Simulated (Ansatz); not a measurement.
A nudged elastic band was laid between two geometries of AlH₇N₂S (11 atoms, charge 0, multiplicity 1).

Theory: RKS PBE-D4/def2-SVP in Ansatz.

| Item | Value |
| --- | --- |
| movable images | 9 |
| climbing image | yes |
| spring | 5.0 eV/Å² |
| optimiser | quadratic models (default) |
| start path | through a guess of the saddle point |
| force threshold | 0.05 eV/Å |
| iteration limit | 60 |
| end points | relaxed |

Image 0:

```xyz
11
Properties=species:S:1:pos:R:3
Al -0.382 0.249 0.463
H -0.191 -1.107 1.308
N 1.495 0.490 -0.404
H 2.220 -0.210 -0.193
H 1.285 0.454 -1.415
N -1.348 0.186 -1.088
H -1.904 -0.651 -1.293
H -1.896 0.997 -1.394
S -0.521 2.233 1.540
H 1.864 1.427 -0.183
H 0.205 1.803 2.609
```

Image 10:

```xyz
11
Properties=species:S:1:pos:R:3
Al 0.029 0.837 -0.532
H -0.228 -0.307 2.807
N 1.561 0.062 -1.011
H 1.655 -0.899 -1.348
H 2.473 0.522 -1.016
N -1.560 0.171 -0.981
H -1.734 -0.528 -1.705
H -2.440 0.447 -0.542
S 0.046 2.715 0.641
H 1.284 2.457 1.150
H -0.257 0.394 2.486
```

Problem. Which bonds break or form, and what moves?

Solution. Bonds broken: Al1–H2, N3–H10, S9–H11. Bonds formed: H2–H11, S9–H10. AlH7N2S becomes AlH5N2S + H2.

Problem. What energy profile does the band end with?

Solution. The forces met the threshold. The highest image is number 5 of 0 to 10, 1.57 eV above the first end and 0.96 eV above the last; the last end lies 0.61 eV above the first. The profile has 2 maxima (images 5, 7) with wells between them (image 6): this band takes more than one step, which may be the mechanism or a detour left from its start path. A vibrational analysis at the climbing image gives one clearly imaginary mode, 596i cm⁻¹: a first-order saddle point. The orbitals stay closed-shell, which can raise the energy where a bond breaks towards radicals; this wasn't checked here.

| image | path coordinate (Å) | energy (eV) | Al1–H2 (Å) | N3–H10 (Å) | S9–H11 (Å) |
| --- | --- | --- | --- | --- | --- |
| 0 | 0.00 | 0.00 | 1.61 | 1.03 | 1.36 |
| 1 | 1.00 | 0.04 | 1.61 | 1.03 | 1.36 |
| 2 | 1.99 | 0.52 | 1.60 | 1.15 | 1.36 |
| 3 | 2.99 | 1.22 | 1.60 | 2.19 | 1.36 |
| 4 | 3.99 | 1.37 | 1.61 | 2.95 | 1.37 |
| 5 | 4.99 | 1.57 | 1.71 | 3.16 | 1.56 |
| 6 | 6.31 | 0.67 | 2.53 | 3.18 | 2.67 |
| 7 | 7.64 | 0.72 | 2.57 | 3.19 | 3.04 |
| 8 | 8.96 | 0.63 | 2.89 | 3.20 | 3.07 |
| 9 | 10.29 | 0.61 | 3.63 | 3.20 | 2.95 |
| 10 | 11.63 | 0.61 | 3.54 | 3.24 | 2.98 |

Problem. What is the geometry of the highest image?

Solution. 
```xyz
11
Properties=species:S:1:pos:R:3
Al -0.045 0.271 -0.047
H -0.260 -0.286 1.552
N 1.559 0.202 -0.844
H 1.912 -0.616 -1.345
H 2.308 0.886 -0.724
N -1.589 -0.043 -0.890
H -2.426 -0.439 -0.461
H -1.793 0.274 -1.840
S 0.022 2.404 1.258
H 1.352 2.275 1.533
H -0.213 0.943 1.757
```

The run took 6.4 min on 2 threads of Arm Neoverse V1, with other jobs on the host, peak memory 0.16 GiB.
